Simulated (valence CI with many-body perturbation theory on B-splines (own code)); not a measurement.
**Hyperfine factors and g values of P**

Computed by valence CI with perturbative core correlation (CI+MBPT): five valence electrons over a frozen Dirac-Fock core [Ne], a basis of 9 s, 9 p, 8 d, 6 f, 3 g, 1 h functions for each j, with the one-electron correlation potential Σ1 (screened to all orders), the two-electron term Σ2, the three-electron term Σ3, Breit, model QED; selected single and double excitations, second order for the rest, scaled by the run's own slope (own B-spline code, finite nucleus).

Against 25 measured levels this calculation errs by 56 cm⁻¹ on average and by 186 at most. These come from a selection out of the NIST Handbook of Basic Atomic Spectroscopic Data. Levels without a partner in it may be off by more. Among the levels kept, up to 2600 cm⁻¹ of a level comes from second order outside the variational space, and about a tenth of that is noise between levels of different J, which matters for small intervals.

A/g_I is the dipole constant over the nuclear g factor μ/I (μ in nuclear magnetons, uniformly magnetised nucleus), B/Q the quadrupole constant per barn. Both hold the static response of the core; the bare values leave it out. Large factors of s and p1/2 electrons are usually good to 5 to 10 %; those of open d and f shells near neutrality can be off by tens of per cent, and small factors of p3/2, d and f electrons come from cancelling terms and can be off by a factor of two or in sign, in half-filled shells by more. B is blank for J = 1/2, where it vanishes, and for nearly pure S terms. Energies count from the lowest level.

Names give the largest LS component (configuration and term), which can be under half, so a name can repeat, a term be missing and a line seem to break the LS rules; names also repeat where a configuration has a term twice. Letters in brackets count levels of one name in rising energy.

```
               Level  E (eV)      g  A/g_I (MHz)  A/g_I bare  B/Q (MHz/b)  B/Q bare
      3s²3p³ ⁴S°_3/2  0.0000  2.002         25.8        19.9                       
      3s²3p³ ²D°_3/2   1.424  0.800          184         167         16.9      14.7
      3s²3p³ ²D°_5/2   1.428  1.200          316         280        -19.4     -16.5
      3s²3p³ ²P°_1/2   2.337  0.666          875         773                       
      3s²3p³ ²P°_3/2   2.348  1.333          179         159        -18.5     -16.3
     3s²3p²4s ⁴P_1/2   6.928  2.667          199         177                       
     3s²3p²4s ⁴P_3/2   6.951  1.734          128         116          303       261
     3s²3p²4s ⁴P_5/2   6.982  1.601          310         276         -383      -330
     3s²3p²4s ²P_1/2   7.170  0.669          149         138                       
     3s²3p²4s ²P_3/2   7.210  1.335          272         240         -384      -331
        3s3p⁴ ⁴P_5/2   7.374  1.601          859         763          216       186
        3s3p⁴ ⁴P_3/2   7.394  1.735          888         790         -168      -144
        3s3p⁴ ⁴P_1/2   7.406  2.670         2050        1820                       
    3s²3p²4p ²S°_1/2   7.958  2.001         15.4        12.1                       
     3s²3p²4s ²D_3/2   8.086  0.800          353         314          527       455
     3s²3p²4s ²D_5/2   8.086  1.201          397         354          753       649
    3s²3p²4p ⁴D°_1/2   8.099  0.008          184         166                       
    3s²3p²4p ⁴D°_3/2   8.114  1.206         79.7        71.8         43.0      37.1
    3s²3p²4p ⁴D°_5/2   8.132  1.375         86.8        77.7        -31.1     -26.7
    3s²3p²4p ⁴D°_7/2   8.153  1.429          158         140         -369      -318
    3s²3p²4p ⁴P°_1/2   8.218  2.658         -112       -99.1                       
    3s²3p²4p ⁴P°_3/2   8.225  1.756         43.6        37.9         -156      -134
    3s²3p²4p ⁴P°_5/2   8.249  1.588          115         102         64.5      55.4
    3s²3p²4p ⁴S°_3/2   8.281  1.831          152         135        -61.8     -53.2
3s²3p²4p ²D°_3/2 [a]   8.285  0.945          197         176         -177      -152
3s²3p²4p ²D°_5/2 [a]   8.322  1.211          198         176         -324      -279
    3s²3p²4p ²P°_1/2   8.421  0.669          410         363                       
     3s²3p²3d ²P_3/2   8.431  1.330         -104       -92.0        -42.8     -37.3
    3s²3p²4p ²P°_3/2   8.442  1.333          172         153          144       124
     3s²3p²3d ²P_1/2   8.458  0.663         -193        -170                       
     3s²3p²3d ⁴F_3/2   8.467  0.403          110         100         -159      -138
     3s²3p²3d ⁴F_5/2   8.484  1.031         74.7        67.8         -133      -116
     3s²3p²3d ⁴F_7/2   8.491  1.240         78.8        70.8         -203      -176
     3s²3p²3d ⁴F_9/2   8.504  1.334          111        99.0         -389      -337
     3s²3p²3d ⁴D_1/2   8.666  0.002          262         233                       
     3s²3p²3d ⁴D_3/2   8.672  1.199          130         115        -33.3     -28.6
     3s²3p²3d ⁴D_5/2   8.679  1.365         91.2        81.0         69.3      59.5
     3s²3p²3d ⁴D_7/2   8.679  1.422         34.9        31.5          314       270
     3s²3p²3d ²F_5/2   8.740  0.863          151         135         -273      -236
     3s²3p²3d ²F_7/2   8.771  1.149          130         116         -317      -274
```

(1) Take the isotope of mass number 31, with I = 1/2, μ = 1.13093 μN. What is the hyperfine structure of 3s²3p³ ²P°_1/2?

Answers

(1) From the table A = 1980 MHz. Shifts from the centre of gravity in MHz: F = 0: -1480, F = 1: 495.
